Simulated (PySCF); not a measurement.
B3LYP has the VWN-RPA correlation part, as in Gaussian. Delta-SCF ions had no search for a lower state. Excitations are Tamm–Dancoff values on a coarser integration grid. The basis has no diffuse functions, so Rydberg states are missing or too high.

Cartesian coordinates (Å):
SMILES: S[Si](S)(S)S
```xyz
9

S      1.9028     0.6571     0.7272
Si    -0.0001     0.0001     0.0000
S     -1.0950     1.5009    -1.0630
S     -0.9233    -0.6263     1.8267
S      0.1153    -1.5314    -1.4908
H      2.3411     1.0046    -0.4952
H     -1.0815     2.3591    -0.0284
H     -2.0634    -0.9966     1.2184
H      0.8041    -2.3675    -0.6949
```
Charge 0, spin multiplicity 1.

Q: Predict the dipole moment, vertical ionisation energy (Delta-SCF), T1 excitation (TDA), HOMO and S1 excitation (TDA) from PySCF 2.14.0 with B3LYP-D3(BJ)/def2-TZVP.

A: 
```yaml
dipole_moment: 0.000 e·Å
vertical ionisation energy (Delta-SCF): 8.89 eV
T1 excitation (TDA): 4.57 eV
HOMO: -7.01 eV
S1 excitation (TDA): 4.80 eV
```
